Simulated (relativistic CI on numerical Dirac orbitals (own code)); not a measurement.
## Hyperfine structure of Ir LVIII, mass number 193

Computed by Dirac-Coulomb-Breit CI, orbitals from a KLI potential per configuration, QED by a radiative potential, unscaled Slater integrals (own radial code, finite nucleus).

CI space (outside the closed core [Ne]): 3s2 3p6 3d2, 3s2 3p5 3d3, 3s 3p6 3d3, 3s2 3p6 3d 4s, 3s2 3p6 3d 4p, 3s2 3p6 3d 4d, 3s2 3p5 3d2 4s, 3s2 3p6 3d 4f, 3s2 3p5 3d2 4p, 3s2 3p5 3d2 4d, 3p6 3d4, 3p5 3d5, 3p5 3d4 4s, 3p6 3d3 4s, 3p5 3d3 4s2. Double excitations out of closed p, d and f shells are left out; levels of such configurations are missing from the list, as are those of other unlisted configurations, and high levels can miss mixing partners. These lack a partner that the ground configuration has and come out too high: 3s2 3p5 3d2 4p, 3s2 3p5 3d2 4d.

Nuclear spin I = 3/2, μ = 0.163 μN, Q = 0.751 b (tables of Stone and Pyykkö). The electronic factors are computed for point nuclear moments, without core polarisation or the Bohr-Weisskopf and QED corrections.

| Level | E (cm⁻¹) | A (MHz) | B (MHz) |
| --- | --- | --- | --- |
| 3s2 3p6 3d2 3F_2 | 0 | 13750 | 3800 |
| 3s2 3p6 3d2 3F_3 | 706368 | 7777 | 26200 |
| 3s2 3p6 3d2 1G_4 | 826115 | 8351 | 130000 |
| 3s2 3p6 3d2 3P_1 | 840465 | -811 | 27800 |
| 3s2 3p6 3d2 3F_4 | 1483562 | 5461 | 71800 |

Levels with J = 0, under 50 % of one LS term, or S terms without an open s electron are left out. Small factors come from cancelling terms and can be off by tens of per cent or more.

At this charge energies of transitions that change n are usually good to better than 1 %, and those within a shell (Δn = 0) to a few per cent.

(1) Give the hyperfine levels of 3s2 3p6 3d2 3F_2 relative to its centre of gravity.

Results:

(1) With K = F(F + 1) − I(I + 1) − J(J + 1), E = AK/2 + B[¾K(K + 1) − I(I + 1)J(J + 1)]/[2I(2I − 1)J(2J − 1)]: F = 1/2: -58550, F = 3/2: -41250, F = 5/2: -9247, F = 7/2: 42200 MHz.

LS names give the leading component of a level, which can be under half, so a name can repeat, a term be missing and a line seem to break the LS rules.
